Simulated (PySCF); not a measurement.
Geometry:
```
atom   x (Å)   y (Å)   z (Å)
  C1  -1.964   0.852  -0.308
  C2  -1.534  -0.602  -0.444
  C3  -0.394  -0.975   0.513
  C4   0.925  -0.343   0.189
  C5   2.116  -0.960  -0.199
  N6   3.070  -0.016  -0.422
  C7   2.415   1.125  -0.161
  N8   1.130   1.006   0.213
  H9  -1.068   1.493  -0.354
 H10  -2.441   1.027   0.672
 H11  -2.684   1.149  -1.090
 H12  -2.401  -1.272  -0.279
 H13  -1.186  -0.789  -1.476
 H14  -0.266  -2.072   0.509
 H15  -0.712  -0.708   1.542
 H16   2.315  -2.031  -0.321
 H17   2.902   2.105  -0.243
```

Total charge -1.

Geometry: PBE0-D3(BJ)/def2-SVP; GIAO shifts from PySCF 2.14, gas phase, non-relativistic, averaged over equivalent atoms.

At PBE0/pcSseg-1 (181 basis functions, 26 s wall time on 1 thread of an AMD EPYC 9R14, shared host):
```csv
atoms,δ (ppm)
C7,145.8
C4,139.6
C5,124.8
C3,33.7
C2,31.4
C1,16.6
N6,292.0
N8,290.5
H17,6.79
H16,6.38
H14/H15,2.27
H9/H10/H11,1.71
H12/H13,1.13
```

Referencing at the same level of theory: $^{13}$C (σ = 184.41 ppm) and $^{1}$H (σ = 31.27 ppm) against TMS; $^{15}$N (σ = 265.67 ppm) against NH3.

Q: What do these become at KT3/pcSseg-1?

A: 
```json
{"atoms": "C7", "δ at KT3/pcSseg-1": "133.8", "change": "-12.0"}
{"atoms": "C4", "δ at KT3/pcSseg-1": "128.9", "change": "-10.7"}
{"atoms": "C5", "δ at KT3/pcSseg-1": "113.8", "change": "-11.0"}
{"atoms": "C3", "δ at KT3/pcSseg-1": "35.1", "change": "+1.4"}
{"atoms": "C2", "δ at KT3/pcSseg-1": "33.3", "change": "+1.9"}
{"atoms": "C1", "δ at KT3/pcSseg-1": "17.5", "change": "+0.9"}
{"atoms": "N6", "δ at KT3/pcSseg-1": "271.3", "change": "-20.7"}
{"atoms": "N8", "δ at KT3/pcSseg-1": "269.5", "change": "-21.0"}
{"atoms": "H17", "δ at KT3/pcSseg-1": "6.70", "change": "-0.09"}
{"atoms": "H16", "δ at KT3/pcSseg-1": "6.23", "change": "-0.15"}
{"atoms": "H14/H15", "δ at KT3/pcSseg-1": "2.39", "change": "+0.12"}
{"atoms": "H9/H10/H11", "δ at KT3/pcSseg-1": "1.69", "change": "-0.02"}
{"atoms": "H12/H13", "δ at KT3/pcSseg-1": "1.20", "change": "+0.07"}
```

References, each an isolated molecule treated in the same way: $^{13}$C (182.31 ppm), $^{1}$H (31.32 ppm) vs TMS; NH3 for $^{15}$N (262.01 ppm).

The largest change is at N8 (pyridine-type nitrogen of an azole). Cost: 181 basis functions, 29 s wall time on 1 thread of an AMD EPYC 9R14, shared host. The order of the carbon signals is the same at both levels.

Experimental scales use liquid or dissolved standards, which lie at an offset from isolated NH3 (liquid NH3: subtract about 20 ppm). Unscaled 15N shifts of sp2 nitrogen come out 20 to 40 ppm too high even then.
